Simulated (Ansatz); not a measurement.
**Strength of the O–Ge bond: C2H8GeO3 → CH5GeO2 + CH3O**

Gas-phase species: C2H8GeO3 `C[O][GeH]([OH])[O]C`, singlet; CH5GeO2 `C[O][GeH][OH]`, doublet; CH3O `C[O]`, doublet. The bond broken is the one whose loss leaves CH5GeO2 `C[O][GeH][OH]`, relaxed to its own shape; its unpaired electron may spread away from that site.

Shapes, held fixed at every level: PBE0-D4/def2-TZVP. Flexible molecules stand in one conformer, not always the lowest. Programs: Ansatz 0.2.0. Electronic energies: no zero-point or thermal term.

(1) Estimate ΔE of this reaction.

## Answers

(1) The highest level, CCSD(T)/def2-TZVPP, gives ΔE = +422.2 kJ/mol; the levels span +376.5 to +458.7. The column of differences is taken from that level and isn't an error. No measured value is set beside it here. Open shells run unrestricted. Relativity is left out for Ge. Outer-core shells of Ge are correlated, in sets that cover them unevenly.

| level | kind | ΔE (kJ/mol) | less CCSD(T)/def2-TZVPP |
| --- | --- | --- | --- |
| MP2/def2-TZVPP | perturbation theory | +458.7 | +36.5 |
| PBE-D4/def2-TZVPP | GGA | +376.5 | -45.7 |
| r2SCAN-D4/def2-TZVPP | meta-GGA | +379.7 | -42.5 |
| PBE0-D4/def2-TZVPP | global hybrid | +387.8 | -34.4 |
| wB97X-V/def2-TZVPP | range-separated hybrid | +409.5 | -12.7 |
| CCSD/def2-TZVPP | coupled cluster or CI | +413.4 | -8.8 |
| CCSD(T)/def2-TZVPP | coupled cluster or CI | +422.2 | 0.0 |
